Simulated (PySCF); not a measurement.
Computed shifts of a molecule C2H10FNSi2, KT2/pcSseg-1 in PySCF, GIAO, gas phase, atoms alike by connectivity averaged where their shifts nearly agree, in ppm (number of nuclei): ¹⁵N: 29.9 (1). ¹³C: 37.1 (1), -1.5 (1). ²⁹Si: 12.6 (1), -42.4 (1). ¹⁹F: -253.0 (1). ¹H: 5.79 (1), 5.53 (1), 4.54 (1), 4.37 (1), 3.05 (1), 2.92 (1), 0.87 (1), 0.84 (1), 0.38 (1), -0.17 (1). References: ¹⁵N against NH3 (σ = 266.2 ppm); ¹³C against TMS (σ = 185.1 ppm); ²⁹Si against TMS (σ = 361.9 ppm); ¹⁹F against CFCl3 (σ = 127.1 ppm); ¹H against TMS (σ = 31.47 ppm), references at their B3LYP-D3(BJ)/def2-TZVP geometries, non-relativistic. Geometry optimised at B3LYP-D3(BJ)/def2-SVP. Other conformers were not sampled.

Problem. Which molecule gave these data?
(A) CN[Si@@](C)(F)[SiH3]
(B) FC[SiH2]NC[SiH3]
(C) NC[SiH2]C[SiH2]F
(D) CN(C[SiH3])[SiH2]F

Solution. C, NC[SiH2]C[SiH2]F
